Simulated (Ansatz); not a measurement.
Gas-phase electronic energies from Ansatz, PBE0-D4/def2-TZVP geometries. CCSD(T)/CBS adds triple-zeta CCSD(T) − MP2 to the extrapolated MP2 energy (def2 sets, frozen cores). This one scheme is used for every species. DFT in def2-TZVPP. Each species was taken in one conformer, which may not be the lowest.

`N[SiH2]C(N)[SiH3]` → `NC[SiH2]N` + `[SiH2]`  (silylene formation by 1,1-elimination)

```
  level  ΔE (kJ/mol)
ωB97X-V        237.4
 r2SCAN        246.1
```

(1) What does CCSD(T)/CBS give? (Best estimate.)

Largest T1 diagnostic among the species: 0.014.

Answers

(1) Ansatz gave: +228.9 kJ/mol. The listed levels differ from it by 8.5, 17.2 kJ/mol.

From PBE to PBE0 (25 % exact exchange), in def2-TZVPP and without D4, ΔE moves by +6.7 kJ/mol. The D4 term adds +17.1 kJ/mol with B3LYP and +9.4 kJ/mol with PBE0; it sums over pairs of atoms, weighted by their polarisabilities, and B3LYP, whose exchange is more repulsive, gets the larger term.

B3LYP here is the variant with VWN-RPA as its local correlation; programs differ in this.
